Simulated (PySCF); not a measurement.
Unknowns

PySCF 2.14.0 with density-fitted response routines calculation with geometry from GFN2-xTB and shieldings: GIAO PBE0/pcSseg-1; no solvent, one conformer, fast rotation and ring inversion assumed for equivalent nuclei, no relativistic terms.

Referencing at the same level of theory: 1H, 13C vs TMS. Where no couplings were computed, multiplicities follow the n + 1 count of equivalent neighbours, and m marks all less simple cases (inequivalent or close neighbours, rings, F or P nearby). Acid and N–H amide carbonyl carbons lie up to 10 ppm further downfield in solution (hydrogen bonding). Shifts are as computed. Against solution values, carbons near 30 ppm lie about +3 ppm off and those near 130 ppm about +5 ppm. Of 1211 compounds with measured shifts, 218 miss one by over three times the rms of a fit or turn the order of signals round; such compounds aren't used in these exercises. OH and NH positions are gas-phase values without hydrogen bonding to other molecules.

Problem. C₈H₁₀O. 1H NMR (400 MHz, computed): δ 7.41 (m, 1H), 7.00 (s, 1H), 6.95 (d, 1H), 6.54 (d, 1H), 4.20 (br s, 1H), 2.60 (q, 2H), 1.21 (t, 3H). 13C{1H} NMR (computed): δ 164.0 (C), 153.8 (C), 135.0 (CH), 124.4 (CH), 118.9 (CH), 114.8 (CH), 35.1 (CH2), 22.2 (CH3). Identify the compound.

Solution. 3-ethylphenol (SMILES c1cc(CC)cc(O)c1). Rings plus π bonds: 4 (1 ring in the answer). 8 carbon signals for 8 carbons: no two carbons are equivalent. Carbon types of the structure: 2 × C, 4 × CH, 1 × CH2, 1 × CH3, leaving 1 H on heteroatoms. δC 164.0: aromatic carbon bearing oxygen; the electronegative substituent deshields the carbon that carries it. δC 153.8: substituted aromatic carbon. δC 135.0, 124.4, 118.9, 114.8: aromatic CH. δC 35.1: sp3 CH2 on an aromatic ring; a saturated carbon with 2 carbon neighbours and no heteroatom attached.

The shifts were computed for this structure.

Problem. C₅H₈O₂Si₂. 1H NMR (400 MHz, computed): δ 7.64 (m, 2H), 7.55 (m, 2H), 6.38 (br s, 1H), 4.75 (m, 1H), 4.69 (m, 1H), 4.65 (m, 1H). 13C{1H} NMR (computed): δ 184.9 (C), 156.3 (CH), 152.1 (CH). Give a structure.

Solution. SMILES [SiH2]1C=C[SiH](C(=O)O)C=C1. The formula gives 4 degrees of unsaturation (1 ring in the answer). 3 carbon signals for 5 carbons: some carbons are equivalent by symmetry or fast rotation. Carbon types of the structure: 1 × C, 4 × CH, leaving 4 H on heteroatoms. δC 184.9: carbonyl carbon. δC 156.3, 152.1: alkene CH; as expected for a trigonal carbon in a double bond. δH 7.64, 7.55: hydrogen on an alkene CH; a vinylic proton, deshielded by the sp2 carbon and the C=C anisotropy. δH 6.38: hydrogen on an acid hydroxyl oxygen; labile proton, position sensitive to the medium.

This is the structure that produced the data.
